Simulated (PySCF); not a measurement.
C4H9KO, singlet, at a GFN2-xTB geometry (such geometries of metal compounds can be far from the true shape). Base run: B3LYP/STO-3G in PySCF.

PySCF was given this input:
```python
from pyscf import gto, scf, dft

mol = gto.Mole()
mol.atom = '''
    K     1.42150951    1.48499079    0.73572327
    O    -0.31261562    0.24102951    0.76644815
    C    -0.61612927   -0.60075879   -0.24875327
    C     0.48404431   -1.66485134   -0.47729857
    C    -1.93081770   -1.35373098    0.08543984
    C    -0.83564189    0.14746532   -1.58549659
    H     0.19566226   -2.36992852   -1.25270589
    H     0.65150206   -2.20641898    0.45048608
    H     1.41971964   -1.17615587   -0.77285994
    H    -1.79500257   -1.90315599    1.01177710
    H    -2.20560725   -2.04063305   -0.71067068
    H    -2.72408869   -0.62724793    0.23158299
    H     0.09092361    0.64867127   -1.88870787
    H    -1.60956039    0.89868371   -1.44822660
    H    -1.14003719   -0.53562096   -2.37435093
'''
mol.basis = 'sto-3g'
mol.verbose = 4
mol.build()

mf = dft.RKS(mol)
mf.xc = 'b3lyp'
mf.kernel()
```

Each row names what was changed in the base input (with any setting that the change needs).

| change | basis functions | E (Eh) | HOMO (eV) | HOMO-LUMO gap (eV) | dipole (D) |
|---|---|---|---|---|---|
| base | 47 | -823.89003 | -1.03 | 2.57 | 4.54 |
| basis = ANO-RCC-VDZP; relativity = none | 137 | -832.33141 | -4.32 | 2.97 | 7.96 |
| basis = x2c-SVPall; relativity = spin-free X2C; nucleus = Gaussian (with mol.nucmod = 'G') | 139 | -835.17445 | -4.31 | 2.98 | 7.40 |
| basis = jorge-DZP-DKH; relativity = spin-free X2C; nucleus = Gaussian (with mol.nucmod = 'G') | 151 | -835.44421 | -4.19 | 2.70 | 8.10 |
| basis = jorge-DZP-DKH; relativity = none | 151 | -832.58825 | -4.18 | 2.70 | 8.13 |
| basis = x2c-SVPall; relativity = spin-free X2C | 139 | -835.17523 | -4.31 | 2.98 | 7.40 |
| basis = ANO-RCC-VDZP; relativity = spin-free X2C; nucleus = Gaussian (with mol.nucmod = 'G') | 137 | -835.53175 | -4.32 | 2.96 | 7.94 |
| basis = ANO-RCC-VDZP; relativity = spin-free X2C | 137 | -835.53267 | -4.32 | 2.96 | 7.94 |
| basis = jorge-DZP-DKH; relativity = spin-free X2C | 151 | -835.44507 | -4.19 | 2.70 | 8.10 |
| basis = x2c-SVPall; relativity = none | 139 | -832.35081 | -4.31 | 3.00 | 7.42 |

Total energies compare only within one method and basis.

Basis sets contracted for a relativistic Hamiltonian are a mismatch without it, so the rows without relativity aren't non-relativistic limits. No row has spin-orbit coupling; sets with core potentials leave out the core electrons.
